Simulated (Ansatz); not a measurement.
Program: Ansatz. Geometries: PBE0-D4/def2-TZVP. ΔE: electronic, gas phase. CCSD(T)/CBS is the MP2 limit (def2-TZVPP, def2-QZVPP) plus CCSD(T) − MP2 in def2-TZVPP, frozen cores. DFT in def2-TZVPP. Each species was taken in one conformer, which may not be the lowest.

Consider the redistribution: `N[Si]1(F)OCO1` + `C[SiH2][SiH2]S` → `N[SiH]1OCO1` + `C[SiH](F)[SiH2]S`.

Problem. Is it downhill or uphill in electronic energy at CCSD(T)/CBS, and by how much? (Estimate.)

Solution. Computed: Uphill: ΔE = +32.6 kJ/mol.

Problem. What do these levels give: PBE0-D4, ωB97X-V, ωB97M-V, B2PLYP, PBE, HF/def2-TZVPP, MP2/def2-TZVPP, SCS-MP2/def2-TZVPP, CCSD/def2-TZVPP, MP2/def2-QZVPP, HF/CBS(def2), MP2/CBS(def2)? (Best estimate.)

Solution. Ansatz gave: PBE0-D4 34.4, ωB97X-V 31.6, ωB97M-V 33.3, B2PLYP 31.3, PBE 31.5, HF/def2-TZVPP 32.6, MP2/def2-TZVPP 33.9, SCS-MP2/def2-TZVPP 31.9, CCSD/def2-TZVPP 35.3, MP2/def2-QZVPP 31.9, HF/CBS(def2) 31.8, MP2/CBS(def2) 30.9 kJ/mol.

Largest T1 diagnostic among the species: 0.012.
